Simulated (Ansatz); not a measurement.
Cost and result for the atomization energy of CH$_{5}$InOSi (9 atoms, 8 bonds).

Cartesian coordinates in Å:
```
Si -0.183 -0.983 0.512
C -0.537 0.735 -0.187
O 0.542 1.148 -0.968
In 2.526 1.320 -1.298
H 0.018 -1.947 -0.605
H 1.091 -0.915 1.286
H -1.259 -1.502 1.406
H -1.461 0.708 -0.785
H -0.736 1.436 0.639
```

Total charge 0; spin multiplicity 1. Correlated methods include outer-core shells of In, which these sets cover unevenly. In takes the def2 core potential. The bonds changed during the relaxation, so this is another structure than the one it started from. All single points use the PBE0-D4/def2-TZVP geometry. Program: Ansatz. All runs use 4 threads of an Arm Neoverse V2 on a shared host. Times are those of one run each, without the atoms' runs, and a repeat can differ threefold. Electronic energies, without spin–orbit coupling; frozen cores. CCSD(T)/CBS adds CCSD(T) − MP2 in def2-TZVPP to the MP2 limit, and its time is that of the two runs behind it. T1 = 0.018. With those shells the extrapolation isn't a true limit. B3LYP takes the VWN-RPA correlation (the form of Gaussian; ORCA's B3LYP/G).

CCSD(T)/CBS is a level of theory with its own doubt, some kJ/mol a heavy atom from the limit and from the frozen cores, so smaller differences don't rank the functionals.

| level | functions | wall time | atomization (kJ/mol) | difference from CCSD(T)/CBS | per bond |
| --- | --- | --- | --- | --- | --- |
| LDA (SPW92)/def2-TZVPP | 224 | 1.5 s | 3313.5 | 393.1 | 49.1 |
| revPBE-D4/def2-TZVPP | 224 | 2 s | 2877.0 | -43.4 | -5.4 |
| PBE0-D4/def2-TZVPP | 224 | 2.7 s | 2884.3 | -36.1 | -4.5 |
| CAM-B3LYP-D4/def2-TZVPP | 224 | 3.3 s | 2920.2 | -0.2 | 0.0 |
| r2SCAN-D4/def2-TZVPP (with forces) | 224 | 4 s | 2910.1 | -10.3 | -1.3 |
| CCSD(T)/def2-SVP | 97 | 4 s | 2726.5 | -193.9 | -24.2 |
| B3LYP-D4/def2-TZVPP (with forces) | 224 | 4.5 s | 2908.8 | -11.6 | -1.4 |
| r2SCANh-D4/def2-TZVPP | 224 | 4.7 s | 2887.9 | -32.5 | -4.1 |
| B2PLYP/def2-TZVPP | 224 | 5 s | 2871.2 | -49.2 | -6.2 |
| ωB97X-V/def2-TZVPP | 224 | 7.5 s | 2920.7 | 0.3 | 0.0 |
| MP2/def2-QZVPP | 416 | 15 s | 2917.2 | -3.2 | -0.4 |
| CCSD(T)/def2-TZVPP | 224 | 100 s | 2833.0 | -87.4 | -10.9 |
| CCSD(T)/CBS(def2) | – | 120 s | 2920.4 | 0.0 | 0.0 |

The D4 term adds +36.0 kJ/mol with B3LYP and +18.9 kJ/mol with PBE0; it sums over pairs of atoms, weighted by their polarisabilities, and B3LYP, whose exchange is more repulsive, gets the larger term. From PBE to PBE0 (25 % exact exchange), in def2-TZVPP and without D4, the atomization energy moves by −54.3 kJ/mol: exact exchange takes away binding that semilocal exchange gives to molecules. At CCSD(T), def2-SVP lies −194.0 kJ/mol from the extrapolated value and def2-TZVPP −87.4 kJ/mol: correlation converges slowly with the basis, and small sets miss more of it in the bonded molecule than in its fragments.

Spin–orbit coupling would lower the free In atoms strongly, and the atomization energy with them, by more than many differences here.
